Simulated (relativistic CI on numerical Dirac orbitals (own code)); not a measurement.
## Cr²⁺ in a cubic cluster: 2p photoemission with charge transfer

Computed with a charge-transfer multiplet model of a cubic metal-ligand cluster with up to one ligand hole, Slater and spin-orbit integrals from Dirac-Coulomb-Breit ions, Slater integrals scaled by 0.9. The ground state mixes d4 with configurations of k ligand holes L, whose averages lie at kΔ + k(k − 1)U_dd/2; a core hole lowers each added d electron by U_cd. 300 K, Lorentzian 0.6 eV and Gaussian 0.8 eV FWHM.

Atomic integrals in eV (Slater integrals scaled, ζ unscaled), ground: F2dd 8.634, F4dd 5.365, zeta_d 0.027; with the core hole: F2dd 10.375, F4dd 6.499, zeta_d 0.047, zeta_core 5.620, F2cd 5.906, G1cd 4.389, G3cd 2.492.

Cluster parameters (eV): U_dd = 6, U_cd = 7.5, 10Dq = 0.7, 10Dq(ligand) = 1.3, V(eg) = 1.3, V(t2g) = -0.58, final-state hopping factor = 1.

Weights, n_d and S are thermal averages at 300 K. Binding energies count from the first peak over 30 % of the highest in each spectrum, which can be another peak from case to case. The parameters are a model scan and need not match a compound or its usual spin state. Peaks in eV (height, largest 100): 0.0 (100), 1.2 (87), 4.2 (58), 5.8 (71), 10.4 (88), 13.7 (42), 15.0 (36), 19.3 (34).

Q: Which parameters give this spectrum?
A. Δ = 6.7 eV
B. Δ = 9.7 eV
C. Δ = 3.7 eV

A: C. Δ = 3.7 eV; the ground state then has 4.29 d electrons and S = 2.00. The choice follows from running the model for each set and comparing peak positions and heights. The space is cut while the next configuration still counts.
